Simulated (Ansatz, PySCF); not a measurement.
System: sum formula InO3H3, net charge 1, doublet state. 
Structure (B3LYP-D3(BJ)/def2-TZVP (Ansatz, a program for electronic structure) minimum search):
```
In
O 1 1.9182
H 2 0.9701 1 114.72
O 1 2.0363 2 154.22 3 10.37
H 4 0.9744 1 117.33 2 -114.75
O 1 2.0583 2 136.05 3 -174.44
H 6 0.9750 1 118.60 2 -109.74
```
Charge +1, spin multiplicity 2.

Total electronic energies in hartree. Correlated levels leave the core frozen unless marked. Open shells are spin-unrestricted. No spin-orbit coupling. Frozen are the shells of the preceding noble gas and the d and f shells that filled before the atom's block. In def2 rows, elements after Kr have scalar-relativistic effective core potentials. STO-3G rows are all-electron and non-relativistic. CBS marks a two-point X^-3 extrapolation of the correlation energy; Hartree-Fock from the larger set. [CCSD(T)-MP2]/basis is that difference in the basis named.

The T1 diagnostic of CCSD in the largest basis is 0.049, which is high, so the coupled-cluster rows are less sure than usual.

```tsv
level	program	energy (Eh)
HF/def2-SVP	Ansatz	-415.04023
HF/def2-SVPD	Ansatz	-415.06657
HF/def2-QZVPPD	Ansatz	-415.36098
BLYP/def2-TZVPD	Ansatz	-417.33465
B3LYP-D3(BJ)/def2-TZVPD	Ansatz + dftd3	-417.46639
B3LYP/def2-TZVPD	Ansatz	-417.45974
r2SCANh/def2-TZVPD	Ansatz	-417.32849
r2SCAN0-D4/def2-TZVPD	Ansatz + dftd4	-417.27998
M06-2X/def2-TZVPD	PySCF	-417.22570
CAM-B3LYP-D3(BJ)/def2-TZVPD	Ansatz + dftd3	-417.29714
CAM-B3LYP-D4/def2-TZVPD	Ansatz + dftd4	-417.29704
LC-wPBE-D3(BJ)/def2-TZVPD	Ansatz + dftd3	-417.28507
wB97X-V/def2-TZVPD	Ansatz	-417.28585
PBE-QIDH/def2-TZVPD	Ansatz	-416.82890
MP2/def2-SVP	Ansatz	-415.63658
MP2/def2-TZVPP	Ansatz	-416.10833
SCS-MP2/def2-SVPD	Ansatz	-415.67463
SCS-MP2/def2-TZVPPD	Ansatz	-416.09935
CCSD/STO-3G	Ansatz	-5906.14278
CCSD/def2-SVP	Ansatz	-415.66479
CCSD/def2-TZVPPD	Ansatz	-416.13365
RI-MP2/CBS(def2-TZVPPD,def2-QZVPPD)+[CCSD(T)-MP2]/def2-SVPD	Ansatz	-416.2740
RI-MP2/CBS(def2-TZVPPD,def2-QZVPPD)+[CCSD(T)-MP2]/def2-TZVPPD	Ansatz	-416.2771
```

Totals of different functionals don't rank their quality; only differences between species are comparable.
